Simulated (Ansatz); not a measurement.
Reaction (ligand exchange at a Ge–S bond): `C[S][GeH3]` + CH₃OH → `C[O][GeH3]` + CH₃SH

Gas-phase electronic energies from Ansatz, PBE0-D4/def2-TZVP geometries. CCSD(T)/CBS is the MP2 limit (def2-TZVPP, def2-QZVPP) plus CCSD(T) − MP2 in def2-TZVPP, frozen cores. This one scheme is used for every species. Functionals use def2-TZVPP. For Ge outer-core shells are correlated without core-valence functions, which leaves a few kJ/mol of doubt a bond. Scalar relativity is left out up to krypton.

`C[S][GeH3]`:

Z-matrix (Å, degrees):
```
C
S 1 1.813
H 1 1.090 2 106.7
H 1 1.090 2 111.3 3 118.5
H 1 1.090 2 111.3 3 -118.5
Ge 2 2.212 1 99.2 3 -180.0
H 6 1.533 2 106.6 1 179.9
H 6 1.540 2 109.9 1 59.8
H 6 1.540 2 109.9 1 -60.0
```

CH₃OH:

```xyz
6

C     0.343    0.063   -0.070
O    -0.996    0.374    0.237
H     0.885    1.008   -0.130
H     0.444   -0.448   -1.035
H     0.818   -0.552    0.705
H    -1.494   -0.445    0.293
```

`C[O][GeH3]`:

Cartesian coordinates in Å:
```
C 0.625 0.111 1.217
O 0.703 -0.540 -0.026
Ge -0.551 -0.174 -1.234
H 1.464 -0.228 1.830
H -0.305 -0.127 1.753
H 0.694 1.203 1.119
H -1.929 -0.550 -0.655
H -0.187 -1.028 -2.452
H -0.515 1.334 -1.553
```

CH₃SH:

Z-matrix (Å, degrees):
```
C
S 1 1.806
H 1 1.089 2 111.5
H 1 1.089 2 111.5 3 -123.8
H 1 1.090 2 106.2 3 118.1
H 2 1.342 1 97.1 3 61.9
```

| level | ΔE (kJ/mol) |
| --- | --- |
| BLYP-D4 | 19.6 |
| B97M-V | 18.2 |
| ωB97X-V | 18.5 |
| PBE-QIDH | 25.0 |
| revPBE | 27.1 |
| HF/def2-SVP | 12.1 |
| CCSD/def2-TZVPP | 17.3 |
| HF/def2-QZVPP | 10.6 |

(1) What does CCSD(T)/CBS give? (An estimate is asked.)

(2) What do rigid-rotor, harmonic-oscillator terms from PBE0-D4/def2-TZVP frequencies (298.15 K, 1 bar) make of the CCSD(T)/CBS value? (Best estimate.)

Largest T1 diagnostic among the species: 0.011.

Results:

(1) Ansatz gave: +23.1 kJ/mol. The listed levels differ from it by -3.5, -4.9, -4.6, 1.9, 4.0, -11.0, -5.8, -12.5 kJ/mol.

(2) Computed: ΔZPE = -6.5 kJ/mol, ΔH = +16.1 kJ/mol, ΔS = -1 J/(mol·K), ΔG = +16.4 kJ/mol.

In def2-TZVPP, CCSD(T) changes the Hartree–Fock value by +6.5 kJ/mol (the triples alone add +1.1 kJ/mol) and MP2 by +8.9 kJ/mol. At CCSD(T), def2-SVP lies −11.7 kJ/mol from the extrapolated value and def2-TZVPP −4.8 kJ/mol. Leaving LDA and LC-ωPBE aside and taking each functional with its dispersion term where it has one, the values, not all of them listed here, spread over 14.0 kJ/mol, from CAM-B3LYP-D4 to HSE06-D4.
